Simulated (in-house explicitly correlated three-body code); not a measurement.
Computed with an exponentially correlated three-body code. Model: two electrons around a point charge, non-relativistic, variational in 260 exponentially correlated functions (energies converged to about 1e-7 hartree, or 1e-8 relative for large Z).

Command:
```bash
python run_hyl.py task.json out
```
Settings (lengths in bohr, energies in hartree):
```
Z                      6
nuclear_mass           5
interaction_strength   1
functions              260
states_tried           13
```

Cost of the run: 27 s on 1 thread of Intel(R) Xeon(R) Platinum 8375C CPU @ 2.90GHz (Ice Lake), on a shared host.

**Those bound S and P states to n = 4 that converged, binding against the one-electron ion.**

Given: nuclear charge 6; mass of the centre 5 electron masses.

Computed: one-electron threshold -15 hartree.

```tsv
term	energy (hartree)	binding (eV)
1 1S	-27.0523677	327.96
2 3P	-18.0652338	83.409
2 3S	?	?
2 1S	-17.7533396	74.922
2 1P	-17.4051223	65.447
3 3S	-16.2426208	33.813
4 3S	-15.6911428	18.807
```

(1) What belongs in the row 2 3S?

**Converged states only, values per electron or pair.**

```json
{"term": "1 1S", "mean r (bohr)": "0.31875", "mean r squared (bohr²)": "0.13655", "mean inverse r (1/bohr)": "4.7565", "mean r12 (bohr)": "0.45563", "mean inverse r12 (1/bohr)": "2.9738", "mean cosine": "0.042903", "mean p1 dot p2 (bohr⁻²)": "-0.95792", "delta r1 (bohr⁻³)": "35.831", "delta r12 (bohr⁻³)": "3.8797"}
{"term": "2 3P", "mean r (bohr)": "0.65694", "mean r squared (bohr²)": "0.68185", "mean inverse r (1/bohr)": "3.1053", "mean r12 (bohr)": "1.0785", "mean inverse r12 (1/bohr)": "1.1336", "mean cosine": "-0.050371", "mean p1 dot p2 (bohr⁻²)": "-2.5002", "delta r1 (bohr⁻³)": "19.519", "delta r12 (bohr⁻³)": "-"}
{"term": "2 3S", "mean r (bohr)": "0.80884", "mean r squared (bohr²)": "1.07", "mean inverse r (1/bohr)": "3.05", "mean r12 (bohr)": "1.3543", "mean inverse r12 (1/bohr)": "0.86849", "mean cosine": "0.026157", "mean p1 dot p2 (bohr⁻²)": "-0.18644", "delta r1 (bohr⁻³)": "21.744", "delta r12 (bohr⁻³)": "-"}
{"term": "2 1S", "mean r (bohr)": "?", "mean r squared (bohr²)": "?", "mean inverse r (1/bohr)": "?", "mean r12 (bohr)": "?", "mean inverse r12 (1/bohr)": "?", "mean cosine": "?", "mean p1 dot p2 (bohr⁻²)": "?", "delta r1 (bohr⁻³)": "?", "delta r12 (bohr⁻³)": "?"}
{"term": "2 1P", "mean r (bohr)": "0.81323", "mean r squared (bohr²)": "1.1033", "mean inverse r (1/bohr)": "2.9796", "mean r12 (bohr)": "1.3439", "mean inverse r12 (1/bohr)": "0.94555", "mean cosine": "0.055214", "mean p1 dot p2 (bohr⁻²)": "0.48876", "delta r1 (bohr⁻³)": "20.194", "delta r12 (bohr⁻³)": "0.080711"}
{"term": "3 3S", "mean r (bohr)": "1.6613", "mean r squared (bohr²)": "5.2457", "mean inverse r (1/bohr)": "2.7422", "mean r12 (bohr)": "3.0377", "mean inverse r12 (1/bohr)": "0.42131", "mean cosine": "0.012202", "mean p1 dot p2 (bohr⁻²)": "-0.18616", "delta r1 (bohr⁻³)": "20.424", "delta r12 (bohr⁻³)": "-"}
{"term": "4 3S", "mean r (bohr)": "2.8646", "mean r squared (bohr²)": "16.637", "mean inverse r (1/bohr)": "2.6356", "mean r12 (bohr)": "5.4373", "mean inverse r12 (1/bohr)": "0.24548", "mean cosine": "0.0072907", "mean p1 dot p2 (bohr⁻²)": "-0.12869", "delta r1 (bohr⁻³)": "20.114", "delta r12 (bohr⁻³)": "-"}
```

(2) What belongs in the row 2 1S?

Results:

(1) energy (hartree): -17.8656579; binding (eV): 77.979.

(2) mean r (bohr): 0.83187; mean r squared (bohr²): 1.1456; mean inverse r (1/bohr): 3.0429; mean r12 (bohr): 1.3942; mean inverse r12 (1/bohr): 1.0077; mean cosine: 0.0068679; mean p1 dot p2 (bohr⁻²): -0.74479; delta r1 (bohr⁻³): 21.625; delta r12 (bohr⁻³): 0.67381.
